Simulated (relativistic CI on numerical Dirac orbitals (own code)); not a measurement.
Ce²⁺: 5p photoemission

Computed with this model: Dirac-Coulomb-Breit CI, orbitals from a KLI potential per configuration, QED by a radiative potential, valence Slater integrals scaled by 0.7, multiplet model of photoemission in the sudden approximation; configurations [Xe] 4f2 → [Kr] 4d10 4f2 5s2 5p5; 300 K; Lorentzian 0.84 eV and Gaussian 0.5 eV FWHM. Energies are those of the free ion, without screening or charge transfer. The energies are binding energies and can lie tens of eV above those of solids. S is read from ⟨S²⟩ = S(S + 1).

Computed curve for free ion, scaled to 100 at the maximum (points under 2 are left out and the grid is thinned):

Energy (eV), Intensity and a bar:
```
     32.3        2.1 
     32.5        2.3 
     32.7        2.5 
     32.9        2.8 
     33.0        3.0 
     33.2        3.4 
     33.4        3.8 #
     33.6        4.4 #
     33.8        5.1 #
     34.0        6.0 #
     34.2        7.1 ##
     34.4        8.8 ##
     34.5        9.8 ##
     34.7       12.6 ###
     34.9       16.9 #####
     35.1       23.6 #######
     35.3       33.5 ##########
     35.5       45.6 #############
     35.7       56.9 #################
     35.8       61.4 ##################
     36.0       69.4 #####################
     36.2       79.1 ########################
     36.4       91.1 ###########################
     36.6       99.3 ##############################
     36.8       98.0 ##############################
     37.0       87.7 ##########################
     37.1       80.8 ########################
     37.3       66.6 ####################
     37.5       54.0 ################
     37.7       43.7 #############
     37.9       36.4 ###########
     38.1       31.8 #########
     38.3       29.5 ########
     38.5       28.7 ########
     38.6       28.8 ########
     38.8       30.7 #########
     39.0       35.7 ##########
     39.2       43.0 #############
     39.4       48.5 ##############
     39.6       48.7 ##############
     39.8       45.3 #############
     39.9       43.7 #############
     40.1       41.9 ############
     40.3       40.3 ############
     40.5       36.4 ###########
     40.7       30.1 #########
     40.9       23.0 ######
     41.1       16.7 #####
     41.2       14.2 ####
     41.4       10.4 ###
     41.6        7.9 ##
     41.8        6.3 #
     42.0        5.1 #
     42.2        4.3 #
     42.4        3.6 
     42.6        3.1 
     42.7        2.9 
     42.9        2.6 
     43.1        2.3 
     43.3        2.1
```

The ground state has S = 0.98, and the centroid lies at 37.64 eV.
